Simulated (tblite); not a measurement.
Species: H8NOSi3 (doublet state).
Z-matrix (Å and degrees, GFN2-xTB geometry), rows numbered from 1:
```
Si
O   1  1.6249
Si  2  1.6121  1  150.42
N   3  1.7279  2  108.48  1   -33.49
Si  4  1.7316  3  130.64  2     4.93
H   1  1.4572  2  103.01  3  -174.53
H   1  1.4583  2  109.79  3   -51.03
H   3  1.4598  2  104.69  1  -152.35
H   3  1.4645  2  107.80  1    85.77
H   4  1.0053  3  113.75  2  -176.39
H   5  1.4674  4  110.67  3    63.87
H   5  1.4653  4  110.56  3   -58.14
H   5  1.4673  4  103.98  3  -177.54
```

Calculated harmonic vibrations of the isolated species, GFN2-xTB (tblite), most abundant isotopes, no scaling. This tight-binding method is rough: wavenumbers can miss measured ones by several per cent, in bad cases by 10 to 20. Modes of hydrogen on silicon can be 10 to 20 % off. One conformer, not necessarily the lowest. Open shells enter through the occupations alone, without spin polarisation, and single modes of such species can be off by tens of per cent.

Harmonic wavenumbers (cm⁻¹): 32.0, 47.0, 86.9, 91.9, 146.4, 156.4, 264.0, 308.1, 542.0, 560.3, 574.6, 578.6, 585.8, 605.2, 647.8, 675.7, 722.4, 764.4, 781.6, 790.0, 799.4, 836.5, 996.5, 1093.0, 1204.8, 2201.5, 2214.0, 2227.6, 2231.1, 2274.2, 2283.2, 2292.3, 3503.3.

A = 3080, B = 1786, C = 1178 MHz; mass 121.991 u (most abundant isotopes); point group C1, symmetry number 1; spin multiplicity 2.

Task: Zero-point energy?

Result: ½Σν̃ = 16559 cm⁻¹ = 198.09 kJ/mol.

Task: Entropy at 298.15 K, 1 bar (ideal gas, RRHO, classical rotation)?

Result: Translation 168.77, rotation 118.39, vibration 132.00, spin (R ln 2) 5.76: S = 424.9 J/(mol K).

Task: And Cp and H(298.15 K) − H(0)?

Result: Cp = 152.07 J/(mol K), of which vibrations give 118.81 (their classical limit is 33 R = 274.4); H(298.15 K) − H(0) = 29.02 kJ/mol without the zero-point energy, 19.11 from vibrations.

Task: How do the functions run with temperature in this model?

Result: 
```tsv
T (K)	S (J/(mol K))	Cp (J/(mol K))	H − H(0) (kJ/mol)	G − H(0) (kJ/mol)	ln q(vib)
100	304.9	81.2	5.97	-24.52	2.63
200	371.5	116.6	15.78	-58.52	5.56
300	425.9	152.7	29.31	-98.45	8.22
500	516.0	199.5	64.99	-193.01	13.13
800	619.0	238.3	131.21	-364.02	19.55
1000	674.1	254.7	180.60	-493.47	23.28
```

q(vib) and H(0) count from the zero-point level.

Task: What must be added to the electronic energy to get the Gibbs energy at 298.15 K and 1 bar?

Result: ZPE + [H(298.15 K) − H(0)] − T·S = 198.09 + 29.02 − 126.69 = 100.42 kJ/mol.

Task: Which modes carry the vibrational entropy at 298.15 K?

Result: 32.0 cm⁻¹: 23.85; 47.0 cm⁻¹: 20.67; 86.9 cm⁻¹: 15.60; 91.9 cm⁻¹: 15.14; 146.4 cm⁻¹: 11.37; 156.4 cm⁻¹: 10.85 J/(mol K); the other 27 give 34.51 together.

Hindered rotation and anharmonicity are outside this model. Other conformers, if any are populated, would add a mixing term that is left out. The structure is chiral; the term R ln 2 for an equal mix with its mirror image is left out.
